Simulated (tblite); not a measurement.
Species: C₆H₇OSi (doublet state).
Structure used (GFN2-xTB), in Å, numbered top down from 1:
```
atom  x, y, z in Å
Si1    2.8914    0.1428   -0.5031
O2     1.5523   -0.7873   -0.3696
C3     0.3076   -0.3597   -0.0990
C4    -0.0277    0.9545    0.1093
C5    -1.2812    1.4017    0.3855
C6    -2.3107    0.4628    0.4664
C7    -2.0223   -0.8739    0.2619
C8    -0.7346   -1.2908   -0.0174
H9     3.8553   -0.9086   -0.7851
H10    3.1410    0.8548    0.7502
H11    2.7366    1.1111   -1.5886
H12   -1.4850    2.4506    0.5406
H13   -3.3163    0.7882    0.6864
H14   -2.8139   -1.6068    0.3207
H15   -0.4971   -2.3315   -0.1801
```

Computed with GFN2-xTB (tblite): harmonic, unscaled wavenumbers at the GFN2-xTB geometry, gas phase. The method is semi-empirical: single wavenumbers can be off by several per cent or more. Modes of hydrogen on silicon can be 10 to 20 % off. One conformer, not necessarily the lowest. Open shells enter through the occupations alone, without spin polarisation, and single modes of such species can be off by tens of per cent.

Harmonic wavenumbers (cm⁻¹): 65.0, 86.7, 107.5, 220.8, 350.7, 378.7, 472.5, 489.9, 580.5, 596.4, 621.2, 631.1, 745.5, 745.9, 755.5, 795.0, 821.3, 828.9, 884.2, 897.8, 898.8, 986.0, 1067.1, 1121.2, 1157.3, 1199.2, 1265.6, 1286.8, 1408.4, 1442.1, 1517.0, 1613.0, 2249.0, 2274.1, 2346.7, 3070.2, 3073.3, 3082.1, 3089.1.

A = 5084, B = 1063, C = 888.2 MHz; mass 123.027 u (most abundant isotopes); point group Cs, symmetry number 1; spin multiplicity 2.

Q: What is the zero-point energy?

A: ½Σν̃ = 22611 cm⁻¹ = 270.49 kJ/mol.

Q: Entropy at 500 K, 1 bar (ideal gas, RRHO, classical rotation)?

A: Translation 179.62, rotation 126.09, vibration 158.69, spin (R ln 2) 5.76: S = 470.2 J/(mol K).

Q: And Cp and H(500 K) − H(0)?

A: Cp = 205.01 J/(mol K), of which vibrations give 171.75 (their classical limit is 39 R = 324.3); H(500 K) − H(0) = 59.37 kJ/mol without the zero-point energy, 42.74 from vibrations.

Q: How do the functions run with temperature in this model?

A: 
| T (K) | S (J/(mol K)) | Cp (J/(mol K)) | H − H(0) (kJ/mol) | G − H(0) (kJ/mol) | ln q(vib) |
| --- | --- | --- | --- | --- | --- |
| 100 | 281.8 | 62.7 | 4.77 | -23.41 | 1.13 |
| 200 | 335.1 | 97.4 | 12.66 | -54.36 | 2.90 |
| 300 | 382.5 | 139.0 | 24.49 | -90.26 | 4.77 |
| 800 | 580.3 | 261.9 | 130.31 | -333.90 | 14.86 |
| 1000 | 641.3 | 284.7 | 185.11 | -456.20 | 18.63 |

q(vib) and H(0) count from the zero-point level.

Q: Which modes carry the vibrational entropy at 500 K?

A: 65.0 cm⁻¹: 22.27; 86.7 cm⁻¹: 19.88; 107.5 cm⁻¹: 18.10; 220.8 cm⁻¹: 12.22; 350.7 cm⁻¹: 8.58; 378.7 cm⁻¹: 8.00 J/(mol K); the other 33 give 69.64 together.

Q: What must be added to the electronic energy to get the Gibbs energy at 500 K and 1 bar?

A: ZPE + [H(500 K) − H(0)] − T·S = 270.49 + 59.37 − 235.08 = 94.78 kJ/mol.

Q: Blend soft modes into free rotors: weight 1/[1 + (100 cm⁻¹/ν̃)⁴] for the oscillator and the rest for a rotor with moment μB/(μ + B), μ = h/(8π²ν), B = 10⁻⁴⁴ kg m². What vibrational entropy results?

A: 148.08 J/(mol K) in place of 158.69, which changes −T·S at 500 K by +5.31 kJ/mol.

Hindered rotation and anharmonicity are outside this model. Other conformers, if any are populated, would add a mixing term that is left out.
